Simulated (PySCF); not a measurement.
C7H12.
Z-matrix (Å and degrees, GFN2-xTB geometry), rows numbered from 1:
```
C 
C   1  1.5273
C   2  1.5007  1  111.28
C   3  1.5284  2  124.36  1    76.64
C   4  1.5433  3   89.40  2   142.90
C   3  1.5109  2  131.14  1  -155.94
C   3  1.4988  2  123.41  1   -78.90
H   1  1.0875  2  110.24  3    60.24
H   1  1.0875  2  110.59  3  -179.52
H   1  1.0875  2  110.29  3   -59.37
H   2  1.0930  1  109.66  3  -120.98
H   2  1.0937  1  109.40  3   121.04
H   4  1.0882  3  113.08  2    27.96
H   4  1.0899  3  115.25  2   -98.49
H   5  1.0877  4  113.08  3  -114.95
H   5  1.0904  4  115.87  3   118.12
H   6  1.0779  3  130.26  7  -108.63
H   7  1.0804  3  116.19  6   106.67
H   7  1.0809  3  120.25  6  -109.21
```

Computed, not measured: TDDFT PBE0/def2-SVPD, vertical, gas phase, core orbitals frozen in the response in PySCF 2.14.0, density-fitted response routines.

```
state  E (eV)  E (hartree)       f  main configurations (H = HOMO, L = LUMO)
   S1    6.91       0.2539   0.025                                 H→L (96%)
   S2    7.24       0.2662  0.0088                               H→L+1 (94%)
   S3    7.54       0.2771   0.018                   H-1→L (86%), H→L+2 (8%)
   S4    7.58       0.2787   0.023                               H→L+2 (86%)
   S5    7.65       0.2811  0.0088                               H→L+3 (96%)
   S6    7.91       0.2907  0.0036                             H-1→L+1 (93%)
```

Triplets (Tamm–Dancoff): T1 6.82 eV, H→L (95%); T2 7.10 eV, H→L+1 (89%).

The lowest singlet comes at 179 nm (667 kJ/mol) in the vacuum ultraviolet; it is weak; its leading configuration is HOMO→LUMO (96%). The lowest level is also the most intense of those listed (f = 0.025). Löwdin shares by element: HOMO carbon 68% or more (atoms not listed hold the other 32%); LUMO carbon 40% or more (atoms not listed hold the other 60%). The oscillator strengths of these states sum to 0.087; summed over the whole spectrum of an exact calculation they would give the number of electrons, 54 (Thomas–Reiche–Kuhn). Of the 6 states listed, 3 reach f = 0.01 and none stays under 0.0005. Orbital energies (eV): HOMO-3 -9.31, HOMO-2 -8.67, HOMO-1 -7.78, HOMO -7.15, LUMO 0.82, LUMO+1 1.21, LUMO+2 1.52. Singlets were solved by full linear response, triplets in the Tamm–Dancoff approximation.

One conformer stands for the species.

Without π bonds the low states may be Rydberg-like; a valence basis with one diffuse set may place them up to an eV too high.
